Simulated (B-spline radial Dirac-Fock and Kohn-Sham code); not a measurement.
## The Lℓ (L3-M1) line from Ru to Pr

The computed values come from an atomic code on a B-spline grid: relaxed Dirac-Fock hole states (ΔSCF) with Breit and QED corrections and a finite nucleus. Free neutral atoms. No correlation.

The screening constant σ is defined by E = 0.1389·Ry·(Z − σ)², the hydrogen-like form of Moseley's law.

```
 Z  element  computed (eV)  tabulated (eV)     √E      σ
44       Ru         2250.9          2252.9  47.44   9.49
45       Rh         2374.5          2376.7  48.73   9.55
46       Pd         2501.4          2503.4  50.01   9.62
47       Ag         2631.7          2633.6  51.30   9.68
48       Cd         2765.1          2767.3  52.58   9.75
49       In         2902.0          2904.5  53.87   9.81
50       Sn              ?               ?      ?      ?
51       Sb         3185.7          3188.5  56.44   9.94
52       Te         3332.4          3335.4  57.73  10.01
53        I         3482.5          3485.0  59.01  10.07
54       Xe         3635.7          3633.5  60.30  10.14
55       Cs         3792.3          3794.8  61.58  10.20
56       Ba         3952.1          3954.2  62.87  10.27
57       La         4115.1          4121.4  64.15  10.33
58       Ce         4282.9          4288.8  65.44  10.39
59       Pr         4455.4          4453.3  66.75  10.44
```

Question: Estimate the missing row, Sn.

Answer: Computed 3042.2 eV, tabulated 3045.0 eV, √E = 55.16, σ = 9.88.

Tabulated energies: xraylib 4.2 line table, elements in their standard states.
